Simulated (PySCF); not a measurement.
C2H8ClPSn.
Structure used (PBE0-D3(BJ)/def2-SVP), in Å, numbered top down from 1:
```
atom  x, y, z in Å
C1    -1.076   -1.258   -0.267
C2    -0.865   -0.276    0.873
Sn3    0.402    1.378    0.315
P4     2.605    0.731   -0.718
Cl5   -0.726    2.414   -1.492
H6    -1.542   -0.769   -1.136
H7    -1.732   -2.089    0.038
H8    -0.126   -1.700   -0.608
H9    -1.816    0.163    1.215
H10   -0.397   -0.754    1.749
H11    0.572    2.588    1.521
H12    1.934   -0.078   -1.687
H13    2.774   -0.367    0.186
```

The calculation used PBE0-D3(BJ)/def2-SVP geometry optimisation, gas phase, def2 core potentials past Kr (PySCF 2.14.0).

Take the most abundant isotopes and a rigid rotor. The values belong to one conformer with, in the numbering `[CH3:1][CH2:2][Sn@@H:3]([PH2:4])[Cl:5]`, C1–C2–Sn3–P4 -52°, C2–Sn3–P4–H 53° and -39°.

**Question.** Give the principal moments of inertia and the rotational constants in GHz.

**Answer.** Ia = 318.02, Ib = 358.66, Ic = 484.59 u·Å²; 505379 MHz·u·Å²/I gives 1589, 1409 and 1043 MHz, that is A = 1.5892, B = 1.4091, C = 1.0429 GHz.

**Question.** What kind of rotor is it?

**Answer.** An asymmetric top. Ray's parameter κ = (2B − A − C)/(A − C) = 0.341; −1 is the prolate and +1 the oblate limit.

**Question.** Is it planar, by Δ = Ic − Ia − Ib?

**Answer.** Not planar: Δ = Ic − Ia − Ib = -192.09 u·Å². For a rigid frame Δ = −2 Σ m c², so Σ m c² = 96.04 u·Å² lies off the ab plane: 18.01 from hydrogen and 78.04 from heavier atoms. The atom farthest from that plane is 2.13 Å away.

**Question.** Where do the levels up to J = 5 lie, in K?

**Answer.** Above 0(0,0), as E/k:
J = 1: 1(0,1) 0.118, 1(1,1) 0.126, 1(1,0) 0.144
J = 2: 2(0,2) 0.342, 2(1,2) 0.344, 2(1,1) 0.397, 2(2,1) 0.423, 2(2,0) 0.434
J = 3: 3(0,3) 0.664, 3(1,3) 0.665, 3(1,2) 0.764, 3(2,2) 0.776, 3(2,1) 0.817, 3(3,1) 0.869, 3(3,0) 0.875
J = 4: 4(0,4) 1.087, 4(1,4) 1.087, 4(1,3) 1.233, 4(2,3) 1.237, 4(2,2) 1.324, 4(3,2) 1.353, 4(3,1) 1.382, 4(4,1) 1.465, 4(4,0) 1.468
J = 5: 5(0,5) 1.609, 5(1,5) 1.609, 5(1,4) 1.800, 5(2,4) 1.801, 5(2,3) 1.940, 5(3,3) 1.951, 5(3,2) 2.022, 5(4,2) 2.078, 5(4,1) 2.095, 5(5,1) 2.214, 5(5,0) 2.215

**Question.** Predict some low-J microwave lines.

**Answer.** The dipole components are |μa| = 0.23 D, |μb| = 3.29 D, |μc| = 0.90 D. The squared components, which scale the intensities, stand as 0.00 : 1.00 : 0.07 (a : b : c). Some lines, for components of 0.1 D or more:

| type | branch | J(Ka,Kc) | MHz | lower level (cm⁻¹) |
| --- | --- | --- | --- | --- |
| a | Q | 4(3,1) ← 4(3,2) | 602 | 0.941 |
| a | Q | 3(2,1) ← 3(2,2) | 867 | 0.539 |
| a | Q | 2(1,1) ← 2(1,2) | 1099 | 0.239 |
| b | Q | 3(3,0) ← 3(2,1) | 1194 | 0.568 |
| b | Q | 4(3,1) ← 4(2,2) | 1207 | 0.920 |
| a | Q | 4(2,2) ← 4(2,3) | 1826 | 0.859 |
| b | Q | 4(2,2) ← 4(1,3) | 1891 | 0.857 |
| b | Q | 3(3,1) ← 3(2,2) | 1938 | 0.539 |
| a | Q | 3(1,2) ← 3(1,3) | 2074 | 0.462 |
| b | Q | 4(3,2) ← 4(2,3) | 2432 | 0.859 |
| b | R | 1(1,1) ← 0(0,0) | 2632 | 0.000 |
| b | Q | 4(1,3) ← 4(0,4) | 3061 | 0.755 |
| a | R | 2(0,2) ← 1(0,1) | 4666 | 0.082 |
| b | R | 2(2,0) ← 1(1,1) | 6414 | 0.088 |
| b | R | 3(0,3) ← 2(1,2) | 6675 | 0.239 |
| b | R | 3(1,3) ← 2(0,2) | 6737 | 0.237 |
| b | R | 3(1,2) ← 2(2,1) | 7120 | 0.294 |
| b | R | 3(2,2) ← 2(1,1) | 7896 | 0.276 |
| a | R | 3(2,1) ← 2(2,0) | 7985 | 0.302 |
| c | R | 3(1,2) ← 2(0,2) | 8810 | 0.237 |
| c | R | 3(3,0) ← 2(2,0) | 9179 | 0.302 |
| b | R | 4(1,3) ← 3(2,2) | 9537 | 0.539 |
| a | R | 4(1,3) ← 3(1,2) | 9773 | 0.531 |
| b | R | 3(2,1) ← 2(1,2) | 9862 | 0.239 |
| a | R | 4(3,2) ← 3(3,1) | 10096 | 0.604 |
| a | R | 4(3,1) ← 3(3,0) | 10575 | 0.608 |
| c | R | 4(2,2) ← 3(1,2) | 11664 | 0.531 |
| c | R | 4(1,3) ← 3(0,3) | 11857 | 0.462 |

**Question.** Estimate the classical rotational partition function at 10 K, 50 K and 298.15 K.

**Answer.** Point group C1, symmetry number σ = 1; q = (√π/σ)·√((kT/h)³/(ABC)), k/h = 20836.6 MHz/K: 3490 at 10 K, 39000 at 50 K, 568000 at 298.15 K.

Stationary, but not proved a minimum. Zero-point vibration and centrifugal distortion are left out. A rigid rotor knows nothing of internal rotation, which can split or shift real lines. Quadrupole hyperfine structure (35Cl) is left out.
